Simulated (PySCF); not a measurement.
Calculated NMR data

[PySCF 2.14: GIAO PBE0/pcSseg-1 shieldings; GFN2-xTB geometry; gas phase; non-relativistic Hamiltonian; rapidly exchanging positions averaged; a single conformation]

Scale: $^{1}$H, $^{13}$C against TMS (reference shieldings calculated alike). Where no couplings were computed, multiplicities follow the n + 1 count of equivalent neighbours, and m marks all less simple cases (inequivalent or close neighbours, rings, F or P nearby). Shifts are as computed. Against solution values, carbons near 30 ppm lie about +3 ppm off and those near 130 ppm about +5 ppm. Of 1309 compounds with measured shifts, 239 miss one by over three times the rms of a fit or turn the order of signals round; such compounds aren't used in these exercises.

Compound 1 (C6H11NOSi). $^{1}$H NMR (500 MHz, computed): δ 5.55 (q, 1H), 4.86 (t, 2H), 2.13 (d, 3H), 1.22 (m, 2H), 0.98 (t, 3H). $^{13}$C{$^{1}$H} NMR (computed): δ 135.5 (C), 126.6 (CH), 119.0 (C), 17.2 (CH3), 8.7 (CH2), 6.4 (CH3). Structure: `C/C=C(\C#N)O[SiH2]CC`.

Compound 2 (C6H11NOSi). $^{1}$H NMR (500 MHz, computed): δ 9.70 (s, 1H), 3.69 (d, 3H), 1.81 (m, 1H), 1.48 (s, 3H), 1.41 (d, 3H). $^{13}$C{$^{1}$H} NMR (computed): δ 201.6 (CH), 123.0 (C), 49.6 (C), 20.5 (CH), 16.9 (CH3), 15.1 (CH3). Structure: SMILES C[C@@H]([SiH3])[C@@](C)(C#N)C=O.
